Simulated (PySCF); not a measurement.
Predicted microwave data (PySCF 2.14.0, PBE0-D3(BJ)/def2-SVP geometry optimisation, gas phase) for one isomer of C4H12Ge:

* Rotational constants: A = 2881, B = 2879, C = 2877 MHz
* Dipole components: |μa| = 0.00 D, |μb| = 0.00 D, |μc| = 0.00 D
* Inertial defect: -175.32 u·Å²

**Question.** Which structure is it? (One computed conformer of each.)
A. `[CH3:1][CH2:2][C@H:3]([CH3:4])[GeH3:5]` with C1–C2–C3–C4 -176°
B. `[CH3:1][CH2:2][GeH:3]([CH3:4])[CH3:5]` with C1–C2–Ge3–C4 63°
C. `[CH3][Ge]([CH3])([CH3])[CH3]`
D. `[CH3:1][CH2:2][CH2:3][CH2:4][GeH3:5]` with C1–C2–C3–C4 178°, C2–C3–C4–Ge5 62°
E. Ge(tBu)H3, `C[C](C)(C)[GeH3]`

**Answer.** C. It is [CH3][Ge]([CH3])([CH3])[CH3], a spherical top, point group Td. The candidates at the same level (rigid rotor, commonest isotopes):

| SMILES | A (MHz) | B (MHz) | C (MHz) | μa (D) | μb (D) | μc (D) | Δ (u·Å²) | point group | rotor |
| --- | --- | --- | --- | --- | --- | --- | --- | --- | --- |
| CC[C@H](C)[GeH3] | 3675 | 2168 | 1468 | 0.82 | 0.34 | 0.20 | -26.41 | C1 | asymmetric top |
| C[CH2][GeH]([CH3])[CH3] | 3803 | 2394 | 1990 | 0.31 | 0.00 | 0.44 | -90.00 | near Cs | asymmetric top |
| [H][Ge]([H])([H])[C](C)(C)C | 4311 | 1964 | 1964 | 0.81 | 0.00 | 0.00 | -117.20 | near C3v | – |
| CCC[CH2][GeH3] | 7570 | 1166 | 1072 | 0.68 | 0.54 | 0.13 | -28.69 | C1 | near-prolate asymmetric top |
| [CH3][Ge]([CH3])([CH3])[CH3] | 2881 | 2879 | 2877 | 0.00 | 0.00 | 0.00 | -175.32 | Td | spherical top |

`CCC[CH2][GeH3]` has A 163 % too high; `[H][Ge]([H])([H])[C](C)(C)C` has A 50 % too high; `CC[C@H](C)[GeH3]` has C 49 % too low; `C[CH2][GeH]([CH3])[CH3]` has A 32 % too high. No structure here is proved a minimum.
